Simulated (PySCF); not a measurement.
**A small calculation by hand: entropy of an ideal gas**

Al(H)(PH2)2 (AlH5P2), SMILES [PH2][AlH][PH2].

Geometry optimised at ωB97X-D3(BJ)/def2-SVP. One conformer was computed; it need not be the lowest.

ωB97X-D3(BJ)/def2-SVP in PySCF gives the harmonic wavenumbers 102, 115, 143, 375, 383, 463, 479, 502, 581, 662, 715, 1101, 1111, 1953, 2444, 2446, 2457, 2459 cm⁻¹ and the rotational temperatures 0.6260, 0.0898, 0.0803 K. The molar mass is 93.97 g/mol, the symmetry number 1, the spin multiplicity 1.

### Question
Work out the entropy at 298.15 K and 1 atm in the rigid-rotor, harmonic-oscillator model.

### Answer

Translation (Sackur–Tetrode at 1 atm): S = R[1.5 ln M + 2.5 ln T − 1.16487] = 165.4 J/(mol K).
Rotation: q = (√π/σ) T^1.5/√(θA θB θC) = 136000, S = R[ln q + 3/2] = 110.7 J/(mol K).
Vibration: with u = 1.4388 ν/T, each mode gives R[u/(e^u − 1) − ln(1 − e^−u)]:
```csv
ν (cm⁻¹),modes,u,S (J/(mol K))
102,1,0.49,14.29
115,1,0.55,13.32
143,1,0.69,11.56
375,1,1.81,4.43
383,1,1.85,4.30
463,1,2.23,3.17
479,1,2.31,2.98
502,1,2.42,2.73
581,1,2.80,2.02
662,1,3.19,1.48
715,1,3.45,1.21
1101,1,5.31,0.26
1111,1,5.36,0.25
1953,1,9.42,0.01
```
The stiffer modes add less than 0.005 each. Sum 62.0 J/(mol K).
Spin: R ln 1 = 0.0 J/(mol K).
Total 338.2 J/(mol K); the program's own thermochemistry gives 338.2. Translation makes up 49 % and vibration 18 %. Anharmonicity, hindered rotation and orbital degeneracy are left out.
